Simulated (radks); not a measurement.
Results of a calculation; reference values are marked as such.
Species: F3+. Configuration: [He] 2s2 2p2.

Level of theory: non-relativistic Kohn-Sham, PBEsol, spin-polarised, spherical densities, point nucleus; open shells are filled with parallel spins first (a radial shooting solver on a logarithmic mesh with Libxc functionals).

Energy parts (eV):
total: -2588.480
kinetic: 2583.670
electron-nucleus: -5798.531
Hartree: 849.369
exchange-correlation: -222.987

Orbitals (lengths in bohr, moments of r in powers of bohr; <r^-3> diverges for s and p1/2; r(90%) holds 90 % of the orbital's charge):
orbital,occ.,eigenvalue (eV),<r^-3>,r(90%)
1s up,1,-738.8287,-,0.317
1s down,1,-736.4594,-,0.315
2s up,1,-92.9824,-,1.36
2s down,1,-87.3300,-,1.39
2p up,2,-74.9489,12.16,1.35
2p down,0,-68.8607,11.58,1.40

The highest occupied level is 2p up at -74.949 eV. Spin moment in Bohr magnetons: 2. The density falls to 0.001 e/bohr^3 at r = 2.25 bohr.
